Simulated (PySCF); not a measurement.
WO2Cl, SMILES [O]=[W+](=[O])[Cl], charge +1, multiplicity 1.

The structure is a stationary point at PBE-D3(BJ)/def2-SVP. The spin state was assumed, not searched. The isomer is the one that the SMILES or the coordinates give; other isomers of the formula were not compared. The def2 effective core potentials stand for the cores of W; spin–orbit coupling is left out.

Method: PBE-D3(BJ)/def2-SVP in PySCF.

Frequencies are harmonic and unscaled.

```tsv
mode	ν (cm⁻¹)	IR (km/mol)	moving atoms (share of kinetic energy)
1	222	0.0	O 70 %, Cl 24 %
2	232	10.8	O 69 %, Cl 17 %, W 14 %
3	381	2.7	O 88 %
4	443	21.6	Cl 77 %, W 19 %
5	997	67.2	O 90 %, W 10 %
6	1036	35.2	O 93 %
```
